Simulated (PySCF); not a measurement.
BH2, SMILES [BH2], multiplicity 2.

Coordinates come from a PBE-D3(BJ)/def2-TZVPD optimisation. The isomer is the one that the SMILES or the coordinates give; other isomers of the formula were not compared.

Calculation: PBE-D3(BJ)/def2-TZVPD (PySCF 2.14.0).

Frequencies are harmonic and unscaled.

Computed harmonic wavenumbers and intensities:
```csv
mode,ν (cm⁻¹),IR (km/mol),moving atoms (share of kinetic energy)
1,944,7.0,"H 87 %, B 13 %"
2,2523,13.2,H 97 %
3,2695,91.9,"H 87 %, B 13 %"
```
